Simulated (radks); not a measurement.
Values are calculated unless marked as measured or tabulated.
Excited configurations of K13+: one electron is placed in a higher orbital outside [He] 2s2 2p1. The ground configuration is [He] 2s2 2p2. Level of theory: non-relativistic Kohn-Sham, r2SCAN, spin-unpolarised, spherical densities, point nucleus; meta-GGA in the generalised Kohn-Sham scheme (a radial shooting solver on a logarithmic mesh with Libxc functionals). Excitation = E - E(ground); binding = E(ion) - E, where the ion is the core of charge +14; n* = 14/sqrt(2 binding) in atomic units, and the quantum defect is n - n*.

| outer orbital | excitation (eV) | binding (eV) | n* | quantum defect | eigenvalue (eV) | <r> (bohr) |
|---|---|---|---|---|---|---|
| 3s | 444.60 | 335.57 | 2.819 | 0.181 | -325.55 | 0.8538 |
| 4s | 597.72 | 182.45 | 3.823 | 0.177 | -177.04 | 1.565 |
| 4p | 604.52 | 175.65 | 3.896 | 0.104 | -170.05 | 1.550 |
| 4d | 610.63 | 169.54 | 3.966 | 0.034 | -162.93 | 1.460 |
| 4f | 616.00 | 164.17 | 4.030 | -0.030 | -156.96 | 1.292 |
| 6p | 703.40 | 76.766 | 5.894 | 0.106 | -74.436 | 3.645 |
| 6f | 706.73 | 73.441 | 6.026 | -0.026 | -70.983 | 3.440 |
| 7f | 726.15 | 54.018 | 7.026 | -0.026 | -52.309 | 4.838 |

The Delta-SCF ionisation energy is 780.17 eV (NIST Atomic Spectra Database: 786.3 eV, semi-empirical). Self-interaction in the functional shifts the binding energies and quantum defects, so they are the method's values and not measured ones. Spin polarisation and multiplet splitting are left out, so open shells lie too high by an amount that depends on their filling.

Beside tabulated values, note that spin-unpolarised runs miss the spin-polarisation part of the exchange energy of open shells.
